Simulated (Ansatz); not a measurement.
Harmonic frequencies (cm⁻¹) at PBE0-D4/def2-TZVP from Ansatz: 77, 116, 167, 232, 321, 436, 482, 495, 671, 730, 765, 850, 894, 908, 927, 947, 2213, 2244, 2402, 2712, 3893.

Each molecule was computed in one conformer, which needn't be the lowest.

(1) Which molecule is it?
A. `O[SiH](P)S`
B. `O[SiH2]PS`
C. `C=C1N[SiH2]1`
D. `OP([SiH3])S`

Results:

(1) B.
